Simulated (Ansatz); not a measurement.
# A geometry optimisation of Al2H7NSi with PBE-D3(BJ)/def2-SVP

The starting geometry of this gas-phase singlet was optimised with GFN2-xTB; its bonds are those of `[AlH2][NH][AlH][SiH3]`.

```yaml
atoms:
  - { symbol: Al, position_ang: [0.8872, 0.7526, 1.5579] }
  - { symbol: Al, position_ang: [0.1002, -0.6021, -1.5780] }
  - { symbol: N, position_ang: [0.0891, -0.0530, 0.1553] }
  - { symbol: Si, position_ang: [1.8142, -0.1643, -3.2202] }
  - { symbol: H, position_ang: [0.3864, 2.1247, 2.0584] }
  - { symbol: H, position_ang: [2.0714, 0.1006, 2.3014] }
  - { symbol: H, position_ang: [-0.8362, -0.3688, 0.4762] }
  - { symbol: H, position_ang: [-1.2071, -1.4305, -1.8446] }
  - { symbol: H, position_ang: [1.9286, -1.1704, -4.2999] }
  - { symbol: H, position_ang: [1.6893, 1.1185, -3.9511] }
  - { symbol: H, position_ang: [3.1704, -0.1060, -2.6227] }
```

Question: Where would you expect an optimisation with PBE-D3(BJ)/def2-SVP to take it?

Answer: It keeps its bonds, and is `[AlH2][NH][AlH][SiH3]`.

The energy falls by 0.54 eV over 26 steps:

```csv
step,E − E(last) (eV)
1,0.535
4,0.239
7,0.114
9,0.057
12,0.015
15,0.007
18,0.003
20,0.001
23,0.000
26,0.000
```

Final geometry (Å):

```xyz
11

Al    0.9387    0.9197    1.0348
Al   -0.1442   -0.7189   -1.5480
N    -0.2925   -0.0508    0.1316
Si    1.9523   -0.2712   -2.7574
H     0.6153    1.4193    2.5180
H     2.3054    1.2191    0.2638
H    -1.1758   -0.2484    0.6216
H    -1.3821   -1.5532   -2.1322
H     1.9327   -0.8845   -4.1367
H     2.1949    1.2084   -2.9297
H     3.1489   -0.8383   -2.0332
```

No frequencies were run, so the end isn't proven a minimum. Run with Ansatz 0.2.0, 20 s on 2 threads of Intel(R) Xeon(R) 6975P-C (Granite Rapids) (shared host).
